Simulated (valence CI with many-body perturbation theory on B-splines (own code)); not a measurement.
# W68+: calculated level list

Computed by valence CI with perturbative core correlation (CI+MBPT): four valence electrons over a frozen Dirac-Fock core [He], radial functions for each j: 11 s, 11 p, 9 d, 7 f, 5 g, 2 h, 1 i, with the one-electron correlation potential Σ1 (screened to all orders), the two-electron term Σ2, the three-electron term Σ3, Breit, model QED; selected single and double excitations, second order for the rest (own B-spline code, finite nucleus).

No measured spectrum was set against this ion. As an estimate, large intervals hold to a few tenths of a per cent, small ones and those within an open d or f shell to about a per cent. Among the levels kept, up to 270 cm⁻¹ of a level comes from second order outside the variational space, and about a tenth of that is noise between levels of different J, which matters for small intervals.

Levels 1 to 45 of 114, with energies above the lowest level, (2s^2 2p1/2^2) J=0. "Leading %" is the weight of the configuration and term that name the level; weights of strongly mixed levels are sums over their largest components and can fall short. In the jj column 3d3/2^4 stands for four electrons in 3d with j = 3/2. Lifetimes count E1, E2, E3, M1 and M2 decay at the calculated energies, and are blank where another channel may lead or the interval is too uncertain; long ones can be off by a factor of two.

```tsv
No.	Configuration	Term	J	E (Ry)	Leading %	Lifetime	Leading jj	g
1	2s2.2p2	3P	0	0.00	68		2s^2 2p1/2^2 (100 %)	
2	2s2.2p2	3P	1	103.73	100	58.0 ps	2s^2 2p1/2 2p3/2 (100 %)	1.468
3	2s2.2p2	1D	2	105.07	65	11.0 ns	2s^2 2p1/2 2p3/2 (100 %)	1.134
4	2s.2p3	3P°	2	125.94	48	30.1 ps	2s 2p1/2^2 2p3/2 (100 %)	1.491
5	2s.2p3	3D°	1	132.42	31	79.4 fs	2s 2p1/2^2 2p3/2 (100 %)	1.111
6	2s2.2p2	3P	2	210.58	65	13.6 ps	2s^2 2p3/2^2 (99 %)	1.291
7	2s2.2p2	1S	0	215.21	68	12.2 ps	2s^2 2p3/2^2 (99 %)	
8	2s.2p3	5S°	2	227.56	50	342 fs	2s 2p1/2 2p3/2^2 (100 %)	1.546
9	2s.2p3	3D°	3	230.84	100	361 fs	2s 2p1/2 2p3/2^2 (100 %)	1.293
10	2s.2p3	3P°	0	235.47	100	101 fs	2s 2p1/2 2p3/2^2 (100 %)	
11	2s.2p3	3S°	1	237.14	53	51.4 fs	2s 2p1/2 2p3/2^2 (100 %)	1.298
12	2s.2p3	1D°	2	237.81	74	52.7 fs	2s 2p1/2 2p3/2^2 (100 %)	1.045
13	2s.2p3	3P°	1	238.14	64	89.8 fs	2s 2p1/2 2p3/2^2 (100 %)	1.293
14	2p4	3P	2	261.31	67	54.9 fs	2p1/2^2 2p3/2^2 (99 %)	1.304
15	2p4	1S	0	266.14	64	49.5 fs	2p1/2^2 2p3/2^2 (99 %)	
16	2s.2p3	3P°	2	338.90	51	107 fs	2s 2p3/2^3 (100 %)	1.434
17	2s.2p3	1P°	1	345.25	36	42.4 fs	2s 2p3/2^3 (100 %)	1.154
18	2p4	3P	1	366.23	100	35.0 fs	2p1/2 2p3/2^3 (100 %)	1.468
19	2p4	1D	2	367.58	68	36.1 fs	2p1/2 2p3/2^3 (100 %)	1.121
20	2p4	3P	0	475.17	65	26.4 fs	2p3/2^4 (100 %)	
21	2s2.2p.3s	3P°	0	764.92	100	4.34 fs	2s^2 2p1/2 3s (100 %)	
22	2s2.2p.3s	3P°	1	765.18	67	3.58 fs	2s^2 2p1/2 3s (100 %)	1.300
23	2s2.2p.3p	3D	1	771.44	74	284 fs	2s^2 2p1/2 3p1/2 (100 %)	0.632
24	2s2.2p.3p	3P	0	775.00	67	150 fs	2s^2 2p1/2 3p1/2 (99 %)	
25	2s.2p2.3s	5P	1	785.20	41	4.37 fs	2s 2p1/2^2 3s (99 %)	2.000
26	2s.2p2.3s	3P	0	788.05	68	4.69 fs	2s 2p1/2^2 3s (99 %)	
27	2s.2p2.3p	3P°	1	792.35	33	1.83 fs	2s 2p1/2^2 3p1/2 (99 %)	1.337
28	2s.2p2.3p	3P°	0	792.41	52	167 fs	2s 2p1/2^2 3p1/2 (99 %)	
29	2s2.2p.3p	3D	2	803.78	52	185 fs	2s^2 2p1/2 3p3/2 (100 %)	1.144
30	2s2.2p.3p	3P	1	803.86	48	215 fs	2s^2 2p1/2 3p3/2 (99 %)	1.497
31	2s2.2p.3d	3F°	2	808.59	75	3.74 fs	2s^2 2p1/2 3d3/2 (100 %)	0.741
32	2s2.2p.3d	3D°	1	810.53	50	459 as	2s^2 2p1/2 3d3/2 (99 %)	0.826
33	2s2.2p.3d	3P°	2	817.71	47	651 as	2s^2 2p1/2 3d5/2 (98 %)	1.283
34	2s2.2p.3d	3F°	3	818.02	46	662 as	2s^2 2p1/2 3d5/2 (100 %)	1.092
35	2s.2p2.3p	3P°	2	824.29	36	26.5 fs	2s 2p1/2^2 3p3/2 (98 %)	1.493
36	2s.2p2.3p	3D°	1	824.66	30	1.87 fs	2s 2p1/2^2 3p3/2 (99 %)	1.138
37	2s.2p2.3d	3D	1	829.03	47	4.17 fs	2s 2p1/2^2 3d3/2 (100 %)	0.470
38	2s.2p2.3d	3D	2	829.47	31	3.45 fs	2s 2p1/2^2 3d3/2 (99 %)	1.107
39	2s.2p2.3d	3D	3	837.91	38	663 as	2s 2p1/2^2 3d5/2 (100 %)	1.327
40	2s.2p2.3d	3F	2	839.21	27	679 as	2s 2p1/2^2 3d5/2 (99 %)	1.032
41	2s2.2p.3s	3P°	2	872.11	98	5.56 fs	2s^2 2p3/2 3s (98 %)	1.468
42	2s2.2p.3s	1P°	1	872.77	66	2.92 fs	2s^2 2p3/2 3s (99 %)	1.124
43	2s2.2p.3p	3P	1	880.00	50	122 fs	2s^2 2p3/2 3p1/2 (97 %)	1.451
44	2s2.2p.3p	3D	2	880.13	47	144 fs	2s^2 2p3/2 3p1/2 (97 %)	1.144
45	2s.2p2.3s	5P	2	886.52	84	6.57 fs	2s 2p1/2 2p3/2 3s (99 %)	1.720
```

The ionisation energy to 2s2.2p 2P°_1/2 of the next ion comes out as 18419 eV (NIST: 18476 ± 4 eV (semi-empirical), further off than twice its uncertainty). All 114 levels together are meant to be complete up to 946.21 Ry.
